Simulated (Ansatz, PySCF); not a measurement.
2-chloro-3,3-difluoroprop-1-ene (C3H3ClF2), SMILES C=C(Cl)C(F)F. Atoms are numbered in the order given.

```xyz
9

C     -1.5715    -0.6014    -0.5840
C     -0.5197     0.0492    -0.0969
Cl    -0.6379     1.5887     0.6783
C      0.8964    -0.4602    -0.1650
F      0.9353    -1.6346    -0.8238
F      1.3803    -0.6589     1.0772
H     -1.4223    -1.5684    -1.0667
H     -2.5786    -0.1885    -0.5119
H      1.5574     0.2592    -0.6810
```

Coordinates come from a PBE0-D3(BJ)/def2-SVP optimisation. Other conformers were not sampled.

Two levels are set side by side: PBE-D3(BJ)/def2-SVP (Ansatz, a quantum-chemistry and plane-wave program) and PBE0-D3(BJ)/def2-SVP (Ansatz). Each level has its own optimised geometry; the coordinates shown are those of the second. Frequencies come from the Hessian of PySCF at each geometry. Differences are taken from unrounded values.

```
quantity                            PBE0-D3(BJ)
----------------------------------  -----------
mean bond length (Å)                      1.318
bond C1–C2 (Å)                            1.329
bond C2–Cl3 (Å)                           1.728
bond C2–C4 (Å)                            1.506
bond C4–F5 (Å)                            1.347
bond C4–F6 (Å)                            1.348
bond C1–H7 (Å)                            1.091
bond C1–H8 (Å)                            1.091
bond C4–H9 (Å)                            1.105
highest harmonic wavenumber (cm⁻¹)         3307
mean harmonic wavenumber (cm⁻¹)            1191
zero-point energy (kcal/mol)              35.77
```

Problem. What does PBE-D3(BJ) give, and how far is it from PBE0-D3(BJ)? (Estimate from the structure and the level; the computed values follow.)

Solution. 
```tsv
quantity	PBE-D3(BJ)	PBE-D3(BJ) minus PBE0-D3(BJ)
mean bond length (Å)	1.330	0.012
bond C1–C2 (Å)	1.341	0.012
bond C2–Cl3 (Å)	1.741	0.013
bond C2–C4 (Å)	1.515	0.009
bond C4–F5 (Å)	1.365	0.017
bond C4–F6 (Å)	1.366	0.018
bond C1–H7 (Å)	1.099	0.008
bond C1–H8 (Å)	1.099	0.008
bond C4–H9 (Å)	1.115	0.010
highest harmonic wavenumber (cm⁻¹)	3214	-93
mean harmonic wavenumber (cm⁻¹)	1142	-49
zero-point energy (kcal/mol)	34.29	-1.48
```

GGA bonds tend to be longer and softer than those of functionals with exact exchange. Differences between two approximate levels are no errors against the true value.
